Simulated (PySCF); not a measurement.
ORD: `F[C@@H]1C[C@H]2CC[C@@H]1N2`, C6H10FN

Molfile (atoms numbered from 1):
```
C6H10FN
     RDKit          3D

 18 19  0  0  0  0  0  0  0  0999 V2000
    2.3904   -1.1283    0.1298 F   0  0  0  0  0  0  0  0  0  0  0  0
    1.2580   -0.5778   -0.4458 C   0  0  2  0  0  0  0  0  0  0  0  0
    1.1471    0.9137   -0.1054 C   0  0  0  0  0  0  0  0  0  0  0  0
   -0.1682    0.9478    0.7057 C   0  0  1  0  0  0  0  0  0  0  0  0
   -1.3417    0.7611   -0.2653 C   0  0  0  0  0  0  0  0  0  0  0  0
   -1.2141   -0.7324   -0.6270 C   0  0  0  0  0  0  0  0  0  0  0  0
   -0.0083   -1.1562    0.2222 C   0  0  2  0  0  0  0  0  0  0  0  0
   -0.1980   -0.3293    1.4046 N   0  0  0  0  0  0  0  0  0  0  0  0
    1.3330   -0.7954   -1.5145 H   0  0  0  0  0  0  0  0  0  0  0  0
    1.9949    1.2130    0.5116 H   0  0  0  0  0  0  0  0  0  0  0  0
    1.1179    1.5448   -0.9904 H   0  0  0  0  0  0  0  0  0  0  0  0
   -0.2626    1.8054    1.3688 H   0  0  0  0  0  0  0  0  0  0  0  0
   -2.2830    0.9607    0.2429 H   0  0  0  0  0  0  0  0  0  0  0  0
   -1.2672    1.4149   -1.1316 H   0  0  0  0  0  0  0  0  0  0  0  0
   -2.0976   -1.2888   -0.3221 H   0  0  0  0  0  0  0  0  0  0  0  0
   -1.0463   -0.8984   -1.6896 H   0  0  0  0  0  0  0  0  0  0  0  0
    0.0624   -2.2206    0.4367 H   0  0  0  0  0  0  0  0  0  0  0  0
    0.5746   -0.4280    2.0576 H   0  0  0  0  0  0  0  0  0  0  0  0
  1  2  1  0
  2  3  1  0
  3  4  1  0
  4  5  1  0
  5  6  1  0
  6  7  1  0
  7  8  1  0
  7  2  1  0
  8  4  1  0
  2  9  1  6
  3 10  1  0
  3 11  1  0
  4 12  1  1
  5 13  1  0
  5 14  1  0
  6 15  1  0
  6 16  1  0
  7 17  1  1
  8 18  1  0
M  END
```

The calculation used TDDFT CAM-B3LYP/def2-SVPD circular dichroism and optical rotation, one conformer, gas phase in PySCF 2.14.0. Geometry: GFN2-xTB.

States above about 8.4 eV (minus the energy of the highest occupied orbital) lie near or above the ionisation threshold and depend on the basis.

Stereocentres: C2 R, C4 R, C7 S.

**Question.** Give the optical rotatory dispersion at 633, 589.3, 546, 436, 405, 365, 355 nm.

**Answer.** [α] in deg dm⁻¹ (g/mL)⁻¹:
```tsv
λ (nm)	origin-invariant length gauge	modified velocity gauge	length gauge (centre of mass)	isotropic polarisability (au)
633	+26.0	+19.0	+25.9	72.8
589.3	+30.4	+22.2	+30.3	73.0
546	+36.0	+26.4	+35.9	73.2
436	+60.7	+44.7	+60.6	74.2
405	+72.6	+53.5	+72.5	74.7
365	+94.5	+69.9	+94.5	75.4
355	+101.7	+75.2	+101.6	75.7
```

**Question.** And for the mirror image at 589.3 nm?

**Answer.** -30.4 deg dm⁻¹ (g/mL)⁻¹ (origin-invariant length gauge): the same size and the opposite sign.

**Question.** What is the molar rotation [Φ] = [α]·M/100 of the geometry above at 589.3 nm?

**Answer.** With M = 115.15 g/mol, +35.0 deg cm² dmol⁻¹ (origin-invariant length gauge).

The first excitation lies at 6.70 eV (185 nm) with R = +0.2 × 10⁻⁴⁰ esu² cm² (velocity form).
